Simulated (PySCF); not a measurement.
BeHI, SMILES [BeH][I]. Atoms are numbered in the order given.

```xyz
3

Be     0.0000     0.0000    -1.9613
H      0.0000     0.0000    -3.2897
I      0.0000     0.0000     0.2101
```
Charge 0, spin multiplicity 1.

Geometry: r2SCAN-D4/def2-TZVPD. The def2 effective core potentials stand for the cores of I; spin–orbit coupling is left out.

The numbers are results of r2SCAN/def2-TZVPD (PySCF), not measurements.

The molecule is in vacuum.

```yaml
total_energy: -313.19837 hartree
point_group: C∞v
highest_occupied_level: -7.34 eV
lowest_empty_level: -1.30 eV
orbital_gap: 6.04 eV
dipole_moment: 0.02 D
quadrupole, principal values (traceless, Buckingham form, about the centre of nuclear charge): -2.56, 1.28, 1.28 D·Å
mean_static_polarisability: 52.1 bohr³ (7.72 Å³)
polarisability_principal_values: 46.5, 46.5, 63.4 bohr³
```
